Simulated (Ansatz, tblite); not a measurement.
Cost and result up the ladder for Au(PF3)H (PHAuF3) (6 atoms). Charge 0, multiplicity 1. Geometry: PBE-D4/def2-SVP.

Cartesian coordinates in Å:
```
Au -1.000 1.268 -0.303
P 0.400 -0.506 0.117
F 1.610 -0.785 -0.892
F -0.231 -1.974 0.172
F 1.208 -0.519 1.497
H -1.987 2.516 -0.590
```

Ansatz on 4 threads of Intel Xeon on a shared host; xTB runs through tblite on one thread. Times are rough, summed over both states, and most runs start from the orbitals of an earlier one. PBE0-D4/def2-TZVP serves as the yardstick here, not as an exact answer. The other state is a doublet.

In the def2 sets Au takes a core potential; there is no spin–orbit coupling. The xTB rows come from tblite.

Raw xTB energies of ions are shifted by several eV.

| level | functions | wall time |
| --- | --- | --- |
| GFN2-xTB | 31 | 0.019 s |
| GFN1-xTB | 32 | 0.037 s |
| PBE-D4/def2-TZVP | 176 | 11 s |
| r2SCAN-D4/def2-TZVP | 176 | 21 s |
| PBE0-D4/def2-TZVP (with forces) | 176 | 21 s |

(1) Estimate what each level gives for the vertical IE (eV).

Results:

(1) 
| level | vertical IE (eV) | difference from PBE0-D4/def2-TZVP (eV) |
| --- | --- | --- |
| GFN2-xTB | 14.37 | 4.30 |
| GFN1-xTB | 15.40 | 5.33 |
| PBE-D4/def2-TZVP | 10.11 | 0.05 |
| r2SCAN-D4/def2-TZVP | 10.13 | 0.07 |
| PBE0-D4/def2-TZVP (with forces) | 10.06 | 0.00 |
